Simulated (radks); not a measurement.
Values are calculated unless marked as measured or tabulated.
Q: The zinc ion Zn2+, configuration [Ar] 3d10. Level of theory: Dirac Kohn-Sham, PBE, spin-unpolarised, spherical densities, finite nucleus; Fermi nuclear charge, rms radius 3.9283 fm (a radial shooting solver on a logarithmic mesh with Libxc functionals). Some entries of the table are withheld. Estimate them.

orbital,occ.,eigenvalue (eV),<r^2> (bohr^2)
1s1/2,2,-9544.117,0.003405
2s1/2,2,-1178.421,0.06030
2p1/2,2,-1040.244,(1)
2p3/2,4,-1016.366,(2)
3s1/2,2,-150.0724,0.5371
3p1/2,2,-106.3393,0.5901
3p3/2,4,-103.2850,0.6082
3d3/2,4,-31.0718,(3)
3d5/2,6,-30.7087,(4)

A: 
(1) 2p1/2 <r^2> (bohr^2): 0.04716
(2) 2p3/2 <r^2> (bohr^2): 0.04869
(3) 3d3/2 <r^2> (bohr^2): 1.011
(4) 3d5/2 <r^2> (bohr^2): 1.027
